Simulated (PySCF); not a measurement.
Isomers of C10H9P, mass 160.044 u with the commonest isotopes. The calculation used PBE0/pcSseg-1 in PySCF (dipole) on a GFN2-xTB geometry, gas phase. One conformer each, none proved a minimum here; rigid rotors.

**Question.** Order these by rotational constant B, smallest first.
A. `Cc1ccpc2ccccc12`
B. `c1(c2c(cpc1)cccc2)C`
C. `[CH:1]#[C:2][P:3]1[CH2:4][CH2:5][c:6]2[cH:7][cH:8][cH:9][cH:10][c:11]21` with C2–P3–C4–C5 70°, P3–C4–C5–C6 31°, C4–C5–C6–C7 160°, C2–P3–C11–C10 98°
D. `[CH:1]#[C:2][P:3]1[CH2:4][c:5]2[cH:6][cH:7][cH:8][cH:9][c:10]2[CH2:11]1` with C2–P3–C4–C5 -72°, P3–C4–C5–C6 161°, C9–C10–C11–P3 -161°, C2–P3–C11–C10 72°
E. `c12ccccc2c(C)pcc1`

**Answer.** D (724.7 MHz), C (803.3 MHz), E (881.4 MHz), B (907.4 MHz), A (1058 MHz).

**Question.** Order these by out-of-plane moment Σ m c² = (Ia + Ib − Ic)/2, smallest first.
A. `[CH:1]#[C:2][P:3]1[CH2:4][CH2:5][c:6]2[cH:7][cH:8][cH:9][cH:10][c:11]21` with C2–P3–C4–C5 70°, P3–C4–C5–C6 31°, C4–C5–C6–C7 160°, C2–P3–C11–C10 98°
B. `[CH:1]#[C:2][P:3]1[CH2:4][c:5]2[cH:6][cH:7][cH:8][cH:9][c:10]2[CH2:11]1` with C2–P3–C4–C5 -72°, P3–C4–C5–C6 161°, C9–C10–C11–P3 -161°, C2–P3–C11–C10 72°
C. `CC1=CC=PC2=CC=CC=C12`

**Answer.** C (1.57 u·Å²), A (102.12 u·Å²), B (134.55 u·Å²).

**Question.** Order these by dipole moment, smallest first.
A. `[CH:1]#[C:2][P:3]1[CH2:4][c:5]2[cH:6][cH:7][cH:8][cH:9][c:10]2[CH2:11]1` with C2–P3–C4–C5 -72°, P3–C4–C5–C6 161°, C9–C10–C11–P3 -161°, C2–P3–C11–C10 72°
B. `[CH:1]#[C:2][P:3]1[CH2:4][CH2:5][c:6]2[cH:7][cH:8][cH:9][cH:10][c:11]21` with C2–P3–C4–C5 70°, P3–C4–C5–C6 31°, C4–C5–C6–C7 160°, C2–P3–C11–C10 98°
C. `CC1=PC=CC2=CC=CC=C21`
D. `Cc1ccpc2ccccc12`
E. `c1cccc2c1cpcc2C`

**Answer.** A (1.14 D), B (1.66 D), C (1.88 D), D (2.09 D), E (2.22 D).

```tsv
SMILES	point group	Ia (u·Å²)	Ib (u·Å²)	Ic (u·Å²)	κ	μa (D)	μb (D)	μc (D)
Cc1ccpc2ccccc12	Cs	357.80	477.83	832.49	0.12	0.48	2.03	0.00
C#CP1CCc2ccccc21	C1	295.66	629.09	720.52	-0.80	0.77	1.17	0.88
Cc1cpcc2ccccc12	Cs	312.80	556.95	866.60	-0.37	1.84	1.25	0.00
Cc1pccc2ccccc12	Cs	282.89	573.39	853.13	-0.52	1.87	0.09	0.00
Cc1cpc2ccccc2c1	near Cs	263.54	636.41	896.82	-0.66	0.18	1.74	0.03
C#CP1Cc2ccccc2C1	Cs	276.95	697.37	705.22	-0.99	1.12	0.01	0.18
```
